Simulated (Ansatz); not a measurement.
Program: Ansatz. Geometries: PBE0-D4/def2-TZVP. ΔE: electronic, gas phase. CBS: MP2 limit from def2 TZ/QZ plus the TZ coupled-cluster correction, frozen cores. This one scheme is used for every species. DFT in def2-TZVPP. B3LYP here is the variant with VWN-RPA as its local correlation; programs differ in this. Each species was taken in one conformer, which may not be the lowest.

Reaction (formal hydrolysis of the Al–S bond): `[CH3][Al]([SH])[SH]` + H₂O → `[CH3][Al]([OH])[SH]` + H₂S

```
             level  ΔE (kcal/mol)  difference from CCSD(T)/CBS
            PBE-D4           -3.8                          1.1
         r2SCAN-D4           -5.5                         -0.6
           PBE0-D4           -3.6                          1.3
          B3LYP-D4           -6.4                         -1.5
           ωB97X-V           -6.1                         -1.2
           ωB97M-V           -6.0                         -1.1
            B2PLYP           -7.0                         -2.1
               PBE           -4.5                          0.4
            r2SCAN           -5.7                         -0.8
              PBE0           -4.2                          0.7
             B3LYP           -7.5                         -2.6
     HF/def2-TZVPP           -7.8                         -2.9
    MP2/def2-TZVPP           -5.4                         -0.5
SCS-MP2/def2-TZVPP           -6.5                         -1.6
   CCSD/def2-TZVPP           -6.5                         -1.6
CCSD(T)/def2-TZVPP           -5.9                         -1.0
     HF/def2-QZVPP           -8.0                         -3.1
    MP2/def2-QZVPP           -4.9                          0.0
SCS-MP2/def2-QZVPP           -6.0                         -1.1
      HF/CBS(def2)           -8.1                         -3.2
     MP2/CBS(def2)           -4.3                          0.6
    CCSD/CBS(def2)           -5.4                         -0.5
       CCSD(T)/CBS           -4.9                            0
```

Largest T1 diagnostic among the species: 0.011.

The D4 term adds +1.2 kcal/mol with B3LYP and +0.7 kcal/mol with PBE0; it sums over pairs of atoms, weighted by their polarisabilities, and B3LYP, whose exchange is more repulsive, gets the larger term. In def2-TZVPP, CCSD(T) changes the Hartree–Fock value by +1.9 kcal/mol (the triples alone add +0.6 kcal/mol) and MP2 by +2.4 kcal/mol.
